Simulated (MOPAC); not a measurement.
MOPAC input (PM7):

```
PM7 PRECISE GNORM=0.05 LET XYZ UHF MS=0.5 GEO-OK AUX(PRECISION=9) THREADS=1
H6N3OSi

N     1.29917700 1   -0.55153400 1    0.96765400 1
Si    0.03590700 1    0.06654500 1    0.01698500 1
N    -0.74806600 1   -1.08793900 1   -1.02995600 1
N    -1.15792700 1    0.64933300 1    1.09120800 1
O     0.63241300 1    0.99715400 1   -1.17593100 1
H     1.16305500 1   -1.03308700 1    1.83957800 1
H     2.25088400 1   -0.56466200 1    0.64423300 1
H    -0.16179600 1   -1.66835400 1   -1.61330300 1
H    -1.59435500 1   -0.83809800 1   -1.52290700 1
H    -0.88286800 1    1.25843500 1    1.84561900 1
H    -2.08921100 1    0.86788900 1    0.77409600 1
```

From the output:

```
                                                       MOPAC v23.2.5 Linux

          FINAL HEAT OF FORMATION =        -70.02550 KCAL/MOL =    -292.98668 KJ/MOL

          COSMO AREA              =        119.36 SQUARE ANGSTROMS
          COSMO VOLUME            =        107.33 CUBIC ANGSTROMS

          GRADIENT NORM           =          0.04778          =       0.01441 PER ATOM
          IONIZATION POTENTIAL    =          8.883746 EV
          ALPHA SOMO LUMO (EV)    =         -8.884  0.755
          BETA  SOMO LUMO (EV)    =         -8.918 -1.549
          NO. OF ALPHA ELECTRONS  =         16
          NO. OF BETA  ELECTRONS  =         15
          MOLECULAR WEIGHT        =         92.1524         POINT GROUP:  Cs

          MOLECULAR DIMENSIONS (Angstroms)

            Atom       Atom       Distance
            H    11    H     7     4.51032
            H     6    H     9     3.68091
            H    10    O     5     2.61483

          SCF CALCULATIONS        =         65

   ATOM   CHEMICAL          X               Y               Z
  NUMBER   SYMBOL      (ANGSTROMS)     (ANGSTROMS)     (ANGSTROMS)

     1       N          1.30549719  *  -0.71557712  *   0.89223231  *
     2      Si          0.12511026  *   0.24421262  *  -0.04585652  *
     3       N         -0.70389474  *  -1.18883532  *  -1.00498174  *
     4       N         -1.25028875  *   0.69019263  *   1.00443855  *
     5       O          0.54428663  *   1.09386573  *  -1.14044754  *
     6       H          1.17893994  *  -0.86189798  *   1.87839441  *
     7       H          2.28437833  *  -0.57189769  *   0.68950143  *
     8       H         -0.18561284  *  -1.95168782  *  -1.40464952  *
     9       H         -1.64988773  *  -1.14729182  *  -1.34197069  *
    10       H         -1.24130474  *   0.46659881  *   1.98416126  *
    11       H         -1.66448587  *   1.60045053  *   0.86375575  *

                             CARTESIAN COORDINATES

   1    N        1.305497193    -0.715577122     0.892232309
   2   Si        0.125110259     0.244212623    -0.045856516
   3    N       -0.703894744    -1.188835319    -1.004981740
   4    N       -1.250288751     0.690192634     1.004438549
   5    O        0.544286634     1.093865734    -1.140447545
   6    H        1.178939940    -0.861897982     1.878394408
   7    H        2.284378328    -0.571897693     0.689501431
   8    H       -0.185612841    -1.951687825    -1.404649521
   9    H       -1.649887731    -1.147291820    -1.341970689
  10    H       -1.241304741     0.466598809     1.984161259
  11    H       -1.664485869     1.600450533     0.863755755

           Empirical Formula: H6 N3 O Si  =    11 atoms

      MOLECULAR POINT GROUP   :   Cs

          ALPHA EIGENVALUES
 -36.76510 -35.08119 -34.29588 -27.86904 -18.53301 -16.82883 -16.50989 -15.80070
 -14.57682 -14.01701 -13.55113 -11.81209 -11.00824 -10.85331  -9.62674  -8.88375
   0.75541   1.83926   2.59248   3.42845   5.22713   5.24780   6.31990   7.54468
   7.57904   8.36420  24.80985  25.12337  25.70314  26.67610  27.14467

           BETA EIGENVALUES
 -35.44212 -34.31569 -34.15749 -27.49593 -17.98344 -16.55567 -16.20554 -15.79140
 -14.22363 -14.01267 -11.75098 -10.77832 -10.68914  -9.66728  -8.91794  -1.54851
   1.05867   1.82858   2.72086   3.88083   5.31946   5.64084   6.31416   7.53842
   7.57132   8.42998  24.79221  25.14942  25.70212  26.66401  27.15631

              NET ATOMIC CHARGES AND DIPOLE CONTRIBUTIONS

  ATOM NO.   TYPE          CHARGE      No. of ELECS.   s-Pop       p-Pop       d-Pop
    1          N          -0.721719        5.7217     1.56888     4.15284
    2         Si           0.519967        3.4800     0.64747     2.41102     0.42155
    3          N          -0.169078        5.1691     1.59177     3.57731
    4          N          -0.721699        5.7217     1.56860     4.15310
    5          O          -0.492062        6.4921     1.80052     4.69154
    6          H           0.260968        0.7390     0.73903
    7          H           0.272253        0.7277     0.72775
    8          H           0.259021        0.7410     0.74098
    9          H           0.258973        0.7410     0.74103
   10          H           0.261030        0.7390     0.73897
   11          H           0.272346        0.7277     0.72765
 DIPOLE           X         Y         Z       TOTAL
 POINT-CHG.    -2.146    -3.927     0.279     4.483
 HYBRID         0.033     0.002     0.721     0.722
 SUM           -2.113    -3.925     1.001     4.568

          ATOMIC ORBITAL ELECTRON POPULATIONS

     Atom    s        px        py        pz      x^2-y^2     xz        z^2       yz        xy
    1  N   1.56888   1.22012   1.67286   1.25986
    2 Si   0.64747   0.80144   0.77406   0.83552   0.06904   0.09762   0.08250   0.09482   0.07757
    3  N   1.59177   1.19022   1.19380   1.19329
    4  N   1.56860   1.50991   1.38891   1.25428
    5  O   1.80052   1.65027   1.54196   1.49931
    6  H   0.73903
    7  H   0.72775
    8  H   0.74098
    9  H   0.74103
   10  H   0.73897
   11  H   0.72765

                    (SZ)    =    0.500000
                    (S**2)  =    0.759045

          ATOMIC ORBITAL SPIN POPULATIONS

    Atom   Total    s     px     py     pz   x^2-y^2  xz     z^2    yz     xy
         Atomic
    1  N -0.0095 -0.001 -0.001 -0.006 -0.001
    2 Si -0.0474 -0.009 -0.004 -0.010 -0.019 -0.001 -0.000 -0.001 -0.000 -0.002
    3  N  1.0571  0.037  0.120  0.347  0.553
    4  N -0.0095 -0.001 -0.006 -0.001 -0.001
    5  O  0.0960  0.001  0.025  0.070 -0.000
    6  H -0.0003 -0.000
    7  H -0.0002 -0.000
    8  H -0.0428 -0.043
    9  H -0.0428 -0.043
   10  H -0.0003 -0.000
   11  H -0.0002 -0.000

 **********************
 *                    *
 * JOB ENDED NORMALLY *
 *                    *
 **********************

 == MOPAC DONE ==
```

The geometry given is a B3LYP-D3(BJ)/def2-TZVP minimum.
